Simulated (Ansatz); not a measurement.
One change: `C[CH](C)[Ge][NH2]` becomes `CC(C)[NH][AlH2]`.

Ansatz, PBE0-D4/def2-TZVP geometries, multiplicity 1. Each molecule was computed in one conformer, which needn't be the lowest.

Scalar relativity is left out up to krypton.

```json
{"property": "LUMO energy (PBE0/def2-TZVPP) / eV", "`C[CH](C)[Ge][NH2]`": "-1.36"}
{"property": "HOMO–LUMO gap (PBE0/def2-TZVPP) / eV", "`C[CH](C)[Ge][NH2]`": "4.58"}
{"property": "HOMO–LUMO gap (PBE/def2-TZVPP) / eV", "`C[CH](C)[Ge][NH2]`": "2.76"}
{"property": "zero-point energy (PBE0-D4/def2-TZVP) / kJ/mol", "`C[CH](C)[Ge][NH2]`": "311.8"}
{"property": "LUMO energy (PBE/def2-TZVPP) / eV", "`C[CH](C)[Ge][NH2]`": "-2.15"}
{"property": "HOMO energy (PBE/def2-TZVPP) / eV", "`C[CH](C)[Ge][NH2]`": "-4.91"}
```

(1) What does the change do to each property? (Best estimate.)

## Answers

(1) The calculation gave: 
```json
{"property": "LUMO energy (PBE0/def2-TZVPP) / eV", "`CC(C)[NH][AlH2]`": "-0.67", "shift": "0.69"}
{"property": "HOMO–LUMO gap (PBE0/def2-TZVPP) / eV", "`CC(C)[NH][AlH2]`": "6.23", "shift": "1.65"}
{"property": "HOMO–LUMO gap (PBE/def2-TZVPP) / eV", "`CC(C)[NH][AlH2]`": "4.24", "shift": "1.48"}
{"property": "zero-point energy (PBE0-D4/def2-TZVP) / kJ/mol", "`CC(C)[NH][AlH2]`": "325.9", "shift": "14.1"}
{"property": "LUMO energy (PBE/def2-TZVPP) / eV", "`CC(C)[NH][AlH2]`": "-1.42", "shift": "0.73"}
{"property": "HOMO energy (PBE/def2-TZVPP) / eV", "`CC(C)[NH][AlH2]`": "-5.66", "shift": "-0.75"}
```

With PBE0 the HOMO falls by 0.96 eV and the LUMO rises by 0.69 eV, so the gap widens by about 1.65 eV. PBE moves the HOMO by -0.75 eV and ωB97M-V by -1.18 eV. The zero-point energy changes by 14.1 kJ/mol with +3 modes.
